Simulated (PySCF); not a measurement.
# WOF4: PBE0 against B3LYP

Base calculation in PySCF with density fitting and no spin–orbit coupling, PBE0/def2-TZVP (scalar-relativistic core potentials): singlet, C4v, W–F 1.848 Å (×4), W–O 1.671 Å; F–W–F 86.1° (×4), F–W–F 149.8° (×2), F–W–O 105.1° (×4); wavenumbers 102, 239 (×2), 246, 301 (×2), 337, 651, 707 (×2), 741, 1104 cm⁻¹; dipole moment 0.44 D, gap between the highest occupied and lowest empty levels 7.64 eV, polar-tensor charge of W 3.31 e, atomisation energy (no zero-point energy) 2813 kJ/mol.

Problem. What changes on going to B3LYP/def2-TZVP (scalar-relativistic core potentials)?

Solution. The point group stays the same. Changes: mean bond to W +0.013 Å, smallest bond angle 0.0 degrees, highest wavenumber -28 cm⁻¹, lowest wavenumber -2 cm⁻¹, dipole moment -0.02 D, gap between the highest occupied and lowest empty levels -0.69 eV, polar-tensor charge of W -0.07 e, atomisation energy (no zero-point energy) +19 kJ/mol. The new structure has W–F 1.860 Å (×4), W–O 1.682 Å; F–W–F 86.1° (×4), F–W–F 149.8° (×2), F–W–O 105.1° (×4), with wavenumbers 100, 235 (×2), 244, 298 (×2), 332, 635, 692 (×2), 723, 1076 cm⁻¹.

Spin–orbit coupling can matter for WOF₄ and is left out. The structures come from searches over a few start shapes, so lower isomers are not excluded.
